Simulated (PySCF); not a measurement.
Species: CH9NSi2.
Z-matrix (Å and degrees, PBE0-D3(BJ)/def2-SVP geometry), rows numbered from 1:
```
N 
Si  1  1.7361
C   2  1.8770  1  107.96
Si  3  1.8841  2  112.92  1    40.45
H   1  1.0145  2  119.83  3    59.32
H   1  1.0138  2  119.51  3  -159.02
H   2  1.5039  1  115.59  3  -122.38
H   2  1.4951  1  106.11  3   118.93
H   3  1.1040  2  109.90  1   -81.04
H   3  1.1034  2  109.06  1   162.74
H   4  1.4947  3  111.01  2    47.17
H   4  1.4981  3  110.30  2   166.73
H   4  1.4940  3  110.84  2   -74.14
```

Computed at PBE0/pcSseg-1 (PySCF, non-relativistic), with Q(14N) = 0.02044 b: N1, 14N (I = 1): χzz = -4.589 MHz, η = 0.308.

Problem. Find the zero-field quadrupole resonance frequencies of 14N at N1.

Solution. From ν± = (3/4)|χ|(1 ± η/3) and ν0 = |χ|η/2: ν+ 3.795 MHz, ν− 3.088 MHz, ν0 0.707 MHz (silicon-bound nitrogen).

In a crystal, neighbours and librations shift these lines. The structure is a single PBE0-D3(BJ)/def2-SVP conformer in the gas phase; no vibrational or solvent corrections. A larger basis could move these couplings by a tenth or more.
